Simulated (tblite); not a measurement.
Compound: C6H7FOSi.
SMILES with atom numbers: `[CH3:1][C:2](=[O:3])[C:4]1=[CH:5][CH:6]=[C:7]([F:8])[SiH2:9]1` (hydrogens: H10, H11, H12 on C1; H13 on C5; H14 on C6; H15, H16 on Si9)

Computed with GFN2-xTB (tblite), gas phase: L-BFGS steps from a force-field or distance-geometry start until the largest atomic force falls under 0.01 eV/Å.

Step 5: E = -731.4337 eV
```
atom  x, y, z in Å  |  force x, y, z in eV/Å
C1      2.0136   -0.9372   -1.4203   -0.010   0.008  -0.005
C2      0.8581   -1.2996   -0.5238   -0.067  -0.027   0.009
O3      0.6122   -2.4563   -0.2336   -0.040   0.000   0.043
C4      0.0108   -0.2391    0.0051    0.050   0.016  -0.010
C5      0.1055    1.0966   -0.1810   -0.017   0.094   0.022
C6     -0.8839    1.9201    0.4846   -0.018  -0.030   0.003
C7     -1.7733    1.2233    1.2100    0.003   0.006   0.010
F8     -2.7620    1.8159    1.9004    0.064   0.033  -0.061
Si9    -1.4456   -0.6593    1.1350    0.009   0.073  -0.005
H10     1.6478   -0.4157   -2.3012    0.016   0.045  -0.004
H11     2.7034   -0.2907   -0.8855    0.028   0.068  -0.008
H12     2.5312   -1.8424   -1.7248    0.015  -0.013  -0.015
H13     0.8661    1.5774   -0.7820   -0.024  -0.031   0.006
H14    -0.8849    2.9981    0.3889    0.042  -0.112  -0.016
H15    -1.0604   -1.1482    2.4501   -0.003  -0.060   0.038
H16    -2.5464   -1.3339    0.4666   -0.049  -0.069  -0.006
```

Step 6: E = -731.4352 eV
```
atom  x, y, z in Å  |  force x, y, z in eV/Å
C1      2.0137   -0.9371   -1.4206   -0.015   0.008   0.011
C2      0.8573   -1.2995   -0.5230   -0.025   0.019  -0.027
O3      0.6082   -2.4544   -0.2308   -0.023  -0.054   0.035
C4      0.0121   -0.2390    0.0053    0.028   0.053  -0.007
C5      0.1038    1.0973   -0.1803    0.010   0.014   0.021
C6     -0.8841    1.9183    0.4853   -0.001  -0.004  -0.015
C7     -1.7729    1.2219    1.2106   -0.003   0.014   0.006
F8     -2.7594    1.8195    1.8976    0.023   0.026  -0.025
Si9    -1.4431   -0.6595    1.1332   -0.050   0.022   0.032
H10     1.6494   -0.4128   -2.3009    0.005   0.021  -0.002
H11     2.7031   -0.2878   -0.8872    0.019   0.037  -0.003
H12     2.5316   -1.8428   -1.7252    0.008   0.010  -0.011
H13     0.8637    1.5755   -0.7804    0.023   0.013  -0.035
H14    -0.8826    2.9950    0.3875    0.025  -0.074  -0.007
H15    -1.0616   -1.1500    2.4496   -0.002  -0.053   0.025
H16    -2.5469   -1.3357    0.4678   -0.023  -0.052   0.002
```

Step 7: E = -731.4357 eV
```
atom  x, y, z in Å  |  force x, y, z in eV/Å
C1      2.0136   -0.9369   -1.4205   -0.009   0.009   0.012
C2      0.8564   -1.2996   -0.5230   -0.005   0.021  -0.022
O3      0.6064   -2.4541   -0.2292   -0.012  -0.034   0.019
C4      0.0131   -0.2380    0.0054   -0.002   0.018   0.009
C5      0.1034    1.0979   -0.1798    0.039  -0.004  -0.002
C6     -0.8841    1.9175    0.4852   -0.010  -0.029  -0.001
C7     -1.7729    1.2215    1.2111    0.019   0.023  -0.015
F8     -2.7580    1.8213    1.8960   -0.009   0.032   0.000
Si9    -1.4430   -0.6591    1.1331   -0.055  -0.012   0.037
H10     1.6501   -0.4113   -2.3008    0.002   0.008   0.004
H11     2.7033   -0.2860   -0.8879    0.003   0.014  -0.005
H12     2.5319   -1.8427   -1.7256    0.002   0.024  -0.007
H13     0.8631    1.5749   -0.7804    0.032   0.027  -0.042
H14    -0.8812    2.9925    0.3869    0.016  -0.017  -0.007
H15    -1.0621   -1.1517    2.4499   -0.006  -0.044   0.008
H16    -2.5475   -1.3374    0.4683   -0.004  -0.037   0.010
```

Step 8: E = -731.4361 eV
```
atom  x, y, z in Å  |  force x, y, z in eV/Å
C1      2.0134   -0.9366   -1.4203   -0.004   0.010   0.008
C2      0.8555   -1.2997   -0.5233    0.004   0.007  -0.002
O3      0.6050   -2.4542   -0.2280   -0.001   0.001   0.000
C4      0.0136   -0.2372    0.0056   -0.023   0.000   0.017
C5      0.1040    1.0986   -0.1795    0.044  -0.036  -0.013
C6     -0.8842    1.9163    0.4851    0.025   0.005  -0.021
C7     -1.7726    1.2216    1.2111   -0.013  -0.001   0.007
F8     -2.7572    1.8231    1.8950   -0.017   0.031   0.006
Si9    -1.4440   -0.6588    1.1337   -0.038  -0.026   0.028
H10     1.6506   -0.4101   -2.3007   -0.002   0.000   0.008
H11     2.7035   -0.2845   -0.8884   -0.011  -0.003  -0.004
H12     2.5321   -1.8422   -1.7259   -0.001   0.030  -0.003
H13     0.8633    1.5751   -0.7812    0.030   0.031  -0.037
H14    -0.8800    2.9905    0.3863    0.009   0.012  -0.006
H15    -1.0625   -1.1537    2.4503   -0.010  -0.036  -0.004
H16    -2.5481   -1.3393    0.4688    0.007  -0.026   0.016
```

Q: Estimate the geometry and energy of step 9. (The exact step hangs on the optimiser's Hessian estimate; all steps are aligned on step 8, rigid shifts and turns removed.)

A: E = -731.4365 eV, largest force 0.054 eV/Å
```
atom  x, y, z in Å  |  force x, y, z in eV/Å
C1      2.0131   -0.9360   -1.4200   -0.003   0.010   0.003
C2      0.8546   -1.2998   -0.5235    0.005  -0.005   0.022
O3      0.6038   -2.4543   -0.2268    0.010   0.031  -0.019
C4      0.0137   -0.2366    0.0062   -0.034  -0.037   0.021
C5      0.1055    1.0987   -0.1795    0.037  -0.023  -0.023
C6     -0.8838    1.9155    0.4845    0.017  -0.017  -0.002
C7     -1.7727    1.2217    1.2114    0.005   0.009  -0.011
F8     -2.7568    1.8254    1.8940   -0.020   0.030   0.009
Si9    -1.4456   -0.6590    1.1349   -0.008  -0.024   0.012
H10     1.6510   -0.4091   -2.3004   -0.007  -0.003   0.009
H11     2.7035   -0.2832   -0.8890   -0.020  -0.012   0.000
H12     2.5323   -1.8412   -1.7264   -0.002   0.029   0.000
H13     0.8640    1.5758   -0.7827    0.015   0.018  -0.021
H14    -0.8787    2.9888    0.3856    0.004   0.045  -0.007
H15    -1.0630   -1.1563    2.4507   -0.012  -0.029  -0.011
H16    -2.5486   -1.3417    0.4695    0.012  -0.020   0.018
```

The energy changes by -0.0004 eV. The first-order estimate −F·Δx gives -0.0005 eV and the mean of the old and new forces, exact on a quadratic surface, -0.0004 eV. The step makes an angle of 51° with the force vector and moves no atom by more than 0.003 Å.

What follows is the cost of the whole relaxation. Hardware: Arm Neoverse V1, one thread, on a shared host. Cost: 0.24 s.
